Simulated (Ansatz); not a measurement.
A structure relaxed at PBE0-D4/def2-TZVP, charge 0, multiplicity 1:

```xyz
8

N    -0.484    1.039   -1.451
C     0.131    1.158   -0.347
Ga    0.417   -0.303    0.981
O    -0.221   -1.908    0.518
H    -0.829    0.087   -1.597
H     0.522    2.162   -0.138
H     1.112   -0.263    2.373
H    -0.647   -1.971   -0.339
```

(1) Give its formula and SMILES.

(2) Point group (tolerance 0.08 Å, 0.16 Å for H)?

(3) Summarise the bond lengths by kind.

Results:

(1) CH4GaNO, `N=[CH][GaH][OH]`.

(2) Cs.

(3) 1 × C–N 1.270 Å; 1 × H–N 1.023 Å; 1 × C–Ga 1.995 Å; 1 × C–H 1.097 Å; 1 × Ga–O 1.788 Å; 1 × Ga–H 1.556 Å; 1 × H–O 0.959 Å.

Computed with Ansatz.
